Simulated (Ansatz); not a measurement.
Gas-phase electronic energies from Ansatz, PBE0-D4/def2-TZVP geometries. CBS: MP2 limit from def2 TZ/QZ plus the TZ coupled-cluster correction, frozen cores. Functionals use def2-TZVPP. For Ge outer-core shells are correlated without core-valence functions, which leaves a few kJ/mol of doubt a bond. Scalar relativity is left out up to krypton. One conformer a species, not always the lowest.

`C=N[CH](O)[GeH3]` + `C=C(O)F` → `O/C(F)=[CH]\[GeH3]` + `C=NCO`  (formal exchange of groups at a Ge–C bond)

CCSD(T)/CBS gives -22.5 kJ/mol.

Question: Another level gave -19.2 kJ/mol. Which?
A. CCSD/def2-TZVPP
B. LDA (SPW92)/def2-TZVPP
C. r2SCAN-D4/def2-TZVPP
D. HF/def2-TZVPP

Answer: C. r2SCAN-D4 -19.2, CCSD/def2-TZVPP -26.6, LDA (SPW92) -13.9, HF/def2-TZVPP -35.4 kJ/mol.

Question: What do rigid-rotor, harmonic-oscillator terms from PBE0-D4/def2-TZVP frequencies (298.15 K, 1 bar) make of the CCSD(T)/CBS value? (An estimate is asked.)

Answer: Ansatz gave: ΔZPE = +3.9 kJ/mol, ΔH = -18.6 kJ/mol, ΔS = 8 J/(mol·K), ΔG = -21.1 kJ/mol. Modes under 50 cm⁻¹ make the entropy rough.

Largest T1 diagnostic among the species: 0.012.

From BLYP to BHLYP (50 % exact exchange), in def2-TZVPP and without D4, ΔE moves by −9.4 kJ/mol. In def2-TZVPP, CCSD(T) changes the Hartree–Fock value by +10.2 kJ/mol (the triples alone add +1.5 kJ/mol) and MP2 by +9.5 kJ/mol. Leaving LDA and LC-ωPBE aside and taking each functional with its dispersion term where it has one, the values, not all of them listed here, spread over 13.0 kJ/mol, from PBE-QIDH to BLYP-D4. LDA lies +3.8 kJ/mol from PBE without D4.

CCSD(T)/CBS has its own doubt, a few kJ/mol and more with outer-core shells, so smaller differences from it don't rank the levels.
